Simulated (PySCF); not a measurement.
C5H10. Atoms are numbered in the order given.

```xyz
15

C      1.5951    -1.1697     0.2622
C      0.6481    -0.7219    -0.5635
C     -0.6030     0.0251    -0.1915
C     -0.6562     1.3614    -0.9358
C     -0.7874     0.2164     1.3065
H      1.5366    -1.0345     1.3457
H      2.4731    -1.6966    -0.1202
H      0.7753    -0.8915    -1.6411
H     -1.4499    -0.5848    -0.5629
H     -1.6098     1.8797    -0.7503
H     -0.5537     1.2233    -2.0234
H      0.1609     2.0223    -0.6046
H     -1.7368     0.7310     1.5177
H      0.0245     0.8293     1.7307
H     -0.7992    -0.7454     1.8412
```
Charge 0, spin multiplicity 1.

Coordinates come from a PBE0-D3(BJ)/def2-SVP optimisation. Other conformers were not sampled.

These are PBE/def2-TZVP run with PySCF values and carry that method's errors.

ESP charges are fitted to the potential on shells at 1.4 to 2.0 van der Waals radii. Atomic charges (e):

```csv
atom,Mulliken,meta-Löwdin,ESP fit
C1,-0.27,-0.29,-0.44
C2,-0.13,-0.10,-0.28
C3,0.06,-0.06,0.63
C4,-0.36,-0.34,-0.63
C5,-0.39,-0.35,-0.62
H6,0.11,0.12,0.17
H7,0.11,0.12,0.18
H8,0.09,0.11,0.14
H9,0.07,0.11,-0.04
H10,0.11,0.11,0.15
H11,0.12,0.11,0.13
H12,0.11,0.11,0.16
H13,0.12,0.11,0.14
H14,0.12,0.11,0.16
H15,0.13,0.11,0.15
```

Question: Give the Mayer and Wiberg (Löwdin basis) orders of the bonds. (An estimate is asked for; the answer gives what the named calculation found.)

Answer: 
```tsv
bond	Mayer	Wiberg
C1–C2	1.97	2.17
C2–C3	1.00	1.18
C3–C4	0.97	1.21
C3–C5	0.99	1.23
C1–H6	0.94	0.88
C1–H7	0.95	0.89
C2–H8	0.95	0.82
C3–H9	0.91	0.77
C4–H10	0.96	0.90
C4–H11	0.97	0.90
C4–H12	0.97	0.90
C5–H13	0.96	0.89
C5–H14	0.96	0.90
C5–H15	0.96	0.90
```
